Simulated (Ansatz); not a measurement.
Program: Ansatz. Geometries: PBE0-D4/def2-TZVP. ΔE: electronic, gas phase. CBS: MP2 limit from def2 TZ/QZ plus the TZ coupled-cluster correction, frozen cores. This one scheme is used for every species. DFT in def2-TZVPP. B3LYP here is the variant with VWN-RPA as its local correlation; programs differ in this. For Ge outer-core shells are correlated without core-valence functions, which leaves a few kJ/mol of doubt a bond. Scalar relativity is left out up to krypton. One conformer a species, not always the lowest.

Consider the cleavage of the Ge–Ge bond: digermane + `O[SiH](Cl)Cl` → `Cl[SiH](Cl)[O][GeH3]` + GeH₄.

| level | ΔE (kcal/mol) | difference from CCSD(T)/CBS |
| --- | --- | --- |
| PBE-D4 | 0.7 | 3.2 |
| B3LYP-D4 | -3.0 | -0.5 |
| B2PLYP | -3.0 | -0.5 |
| r2SCAN | -1.3 | 1.2 |
| r2SCAN0 | -1.2 | 1.3 |
| MP2/def2-SVP | -6.4 | -3.9 |
| CCSD/def2-TZVPP | -3.5 | -1.0 |
| HF/CBS(def2) | -7.9 | -5.4 |
| MP2/CBS(def2) | -2.8 | -0.3 |
| CCSD/CBS(def2) | -2.6 | -0.1 |
| CCSD(T)/CBS | -2.5 | 0 |

Largest T1 diagnostic among the species: 0.012.

From BLYP to BHLYP (50 % exact exchange), in def2-TZVPP and without D4, ΔE moves by −2.6 kcal/mol. At CCSD(T), def2-SVP lies −3.6 kcal/mol from the extrapolated value and def2-TZVPP −0.9 kcal/mol.
